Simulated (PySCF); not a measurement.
SMILES [CH]1CCCCC1 (C₆H₁₁), doublet, GFN2-xTB optimised geometry.

```
17

C     -0.33    -0.81    -1.10
C      0.53    -1.33    -0.02
C      0.12    -0.75     1.36
C     -0.48     0.66     1.24
C      0.03     1.38     0.00
C     -0.50     0.66    -1.24
H     -0.78    -1.47    -1.82
H      0.50    -2.42     0.02
H      1.57    -1.03    -0.20
H     -0.61    -1.41     1.83
H      1.00    -0.72     2.01
H     -0.25     1.23     2.14
H     -1.57     0.58     1.17
H     -0.31     2.42     0.00
H      1.12     1.38     0.00
H      0.01     1.03    -2.14
H     -1.56     0.89    -1.38
```

Density from unrestricted B3LYP/def2-SVP (PySCF) at that geometry.

Minimum of the electron density along straight lines between bonded atoms, close to the bond critical point (lines longer than 1.1 times the sum of covalent radii, or with two minima, are not listed):

| bond | length / Å | ρ at the minimum / e bohr⁻³ | ∇²ρ there / e bohr⁻⁵ | position (fraction from the first atom) |
|---|---|---|---|---|
| C1–C2 | 1.476 | 0.267 | -0.63 | 0.50 |
| C2–C3 | 1.548 | 0.235 | ? | 0.50 |
| C3–C4 | 1.534 | 0.243 | -0.56 | 0.50 |
| C4–C5 | 1.526 | 0.246 | -0.57 | 0.50 |
| C1–C6 | 1.480 | 0.266 | -0.63 | 0.50 |
| C5–C6 | 1.528 | 0.246 | -0.57 | 0.50 |
| C1–H7 | 1.075 | 0.283 | -1.05 | 0.63 |
| C2–H8 | 1.091 | 0.277 | -1.01 | 0.62 |
| C2–H9 | 1.101 | 0.269 | -0.94 | 0.62 |
| C3–H10 | 1.091 | 0.278 | -1.01 | 0.62 |
| C3–H11 | 1.092 | 0.277 | -1.00 | 0.62 |
| C4–H12 | 1.091 | 0.277 | -1.00 | 0.62 |
| C4–H13 | 1.092 | 0.277 | -0.99 | 0.62 |
| C5–H14 | 1.092 | 0.277 | -1.00 | 0.62 |
| C5–H15 | 1.091 | 0.277 | -1.00 | 0.62 |
| C6–H16 | 1.101 | 0.268 | -0.93 | 0.62 |
| C6–H17 | 1.099 | 0.271 | -0.96 | 0.62 |

Task: What belongs in the gaps?

Result: 
- C2–C3, ∇²ρ there / e bohr⁻⁵: -0.52
